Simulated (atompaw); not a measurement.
# Logarithmic derivatives: Lu, PAW (atompaw)

- Element: Lu
- Generator: atompaw 4.2.0.5
- Type: PAW
- Functional: PBE
- Relativity: scalar-relativistic
- Frozen core: [Kr] 4d10
- Valence charge: 25
- Reference configuration: 4f13.5 5s2 5p6 5d1.5 6s2 6p0
- Partial waves: 5s (bound): rc 1.80 bohr; 6s (bound): rc 2.80 bohr; 5p (bound): rc 2.25 bohr; 6p (bound, empty): rc 2.20 bohr; 5d (bound): rc 2.80 bohr; 5d channel at 4.6 Ry: rc 2.80 bohr; 4f (bound): rc 1.45 bohr; 4f channel at 1.8 Ry: rc 1.45 bohr
- Local potential: troulliermartins scheme with l = 4 at 0 Ry, radius 2.20 bohr
- Core correction: smooth core density matched at 2.00 bohr
- Augmentation charge: sinc compensation charge, radius 2.15 bohr; PAW radius 2.80 bohr; waves and projectors: custom rrkj gramschmidtortho

The phase is arctan(r·u′/u) with u = r·R(r), unwrapped; energies in Ry, scanned from -7 to 5 Ry. A pole is an energy at which the radial function vanishes at the test radius. The pseudo phase is shifted by a multiple of π to meet the all-electron one at the reference energy, and phase errors are pseudo minus all-electron; the curves can meet again beyond the range given. Levels narrower than the energy grid can be missing from the lists of poles.

```tsv
channel	radius (bohr)	reference energy (Ry)	poles, all-electron	poles, pseudo	unbroken range about the reference energy with phases within 0.05 rad	phase error 1 Ry above the reference energy (rad)
s	2.81	-0.36	-4.61, 2.07	-4.61, 1.68	below 1.8	-0.019
p	2.81	-0.10	-2.35, 3.54	-2.35, 3.64	the whole range	+0.005
d	2.81	-0.17	0.52	0.51	the whole range	-0.003
f	2.81	-0.97	-0.95, 3.59	-0.95, 3.60	the whole range	+0.000
```

Phases in the p channel:

```json
{"E (Ry)": "-7.00", "all-electron": "1.429", "pseudo": "1.429"}
{"E (Ry)": "-6.76", "all-electron": "1.426", "pseudo": "1.426"}
{"E (Ry)": "-6.52", "all-electron": "1.423", "pseudo": "1.423"}
{"E (Ry)": "-6.28", "all-electron": "1.419", "pseudo": "1.419"}
{"E (Ry)": "-6.04", "all-electron": "1.416", "pseudo": "1.416"}
{"E (Ry)": "-5.80", "all-electron": "1.412", "pseudo": "1.412"}
{"E (Ry)": "-5.56", "all-electron": "1.408", "pseudo": "1.408"}
{"E (Ry)": "-5.32", "all-electron": "1.403", "pseudo": "1.403"}
{"E (Ry)": "-5.08", "all-electron": "1.398", "pseudo": "1.398"}
{"E (Ry)": "-4.84", "all-electron": "1.393", "pseudo": "1.393"}
{"E (Ry)": "-4.60", "all-electron": "1.387", "pseudo": "1.387"}
{"E (Ry)": "-4.36", "all-electron": "1.379", "pseudo": "1.379"}
{"E (Ry)": "-4.12", "all-electron": "1.371", "pseudo": "1.371"}
{"E (Ry)": "-3.88", "all-electron": "1.361", "pseudo": "1.361"}
{"E (Ry)": "-3.64", "all-electron": "1.349", "pseudo": "1.349"}
{"E (Ry)": "-3.40", "all-electron": "1.332", "pseudo": "1.332"}
{"E (Ry)": "-3.16", "all-electron": "1.307", "pseudo": "1.308"}
{"E (Ry)": "-2.92", "all-electron": "1.260", "pseudo": "1.260"}
{"E (Ry)": "-2.68", "all-electron": "1.095", "pseudo": "1.095"}
{"E (Ry)": "-2.44", "all-electron": "-1.354", "pseudo": "-1.354"}
{"E (Ry)": "-2.20", "all-electron": "-1.684", "pseudo": "-1.684"}
{"E (Ry)": "-1.96", "all-electron": "-1.750", "pseudo": "-1.750"}
{"E (Ry)": "-1.72", "all-electron": "-1.788", "pseudo": "-1.787"}
{"E (Ry)": "-1.48", "all-electron": "-1.818", "pseudo": "-1.818"}
{"E (Ry)": "-1.24", "all-electron": "-1.849", "pseudo": "-1.849"}
{"E (Ry)": "-1.00", "all-electron": "-1.883", "pseudo": "-1.883"}
{"E (Ry)": "-0.76", "all-electron": "-1.923", "pseudo": "-1.923"}
{"E (Ry)": "-0.52", "all-electron": "-1.976", "pseudo": "-1.976"}
{"E (Ry)": "-0.28", "all-electron": "-2.047", "pseudo": "-2.047"}
{"E (Ry)": "-0.04", "all-electron": "-2.151", "pseudo": "-2.151"}
{"E (Ry)": "0.20", "all-electron": "-2.315", "pseudo": "-2.314"}
{"E (Ry)": "0.44", "all-electron": "-2.594", "pseudo": "-2.593"}
{"E (Ry)": "0.68", "all-electron": "-3.058", "pseudo": "-3.055"}
{"E (Ry)": "0.92", "all-electron": "-3.609", "pseudo": "-3.604"}
{"E (Ry)": "1.16", "all-electron": "-4.007", "pseudo": "-4.002"}
{"E (Ry)": "1.40", "all-electron": "-4.240", "pseudo": "-4.235"}
{"E (Ry)": "1.64", "all-electron": "-4.379", "pseudo": "-4.375"}
{"E (Ry)": "1.88", "all-electron": "-4.470", "pseudo": "-4.465"}
{"E (Ry)": "2.12", "all-electron": "-4.533", "pseudo": "-4.529"}
{"E (Ry)": "2.36", "all-electron": "-4.580", "pseudo": "-4.576"}
{"E (Ry)": "2.60", "all-electron": "-4.617", "pseudo": "-4.612"}
{"E (Ry)": "2.84", "all-electron": "-4.647", "pseudo": "-4.641"}
{"E (Ry)": "3.08", "all-electron": "-4.672", "pseudo": "-4.666"}
{"E (Ry)": "3.32", "all-electron": "-4.694", "pseudo": "-4.687"}
{"E (Ry)": "3.56", "all-electron": "-4.714", "pseudo": "-4.706"}
{"E (Ry)": "3.80", "all-electron": "-4.732", "pseudo": "-4.723"}
{"E (Ry)": "4.04", "all-electron": "-4.749", "pseudo": "-4.739"}
{"E (Ry)": "4.28", "all-electron": "-4.766", "pseudo": "-4.755"}
{"E (Ry)": "4.52", "all-electron": "-4.783", "pseudo": "-4.770"}
{"E (Ry)": "4.76", "all-electron": "-4.801", "pseudo": "-4.785"}
{"E (Ry)": "5.00", "all-electron": "-4.819", "pseudo": "-4.800"}
```
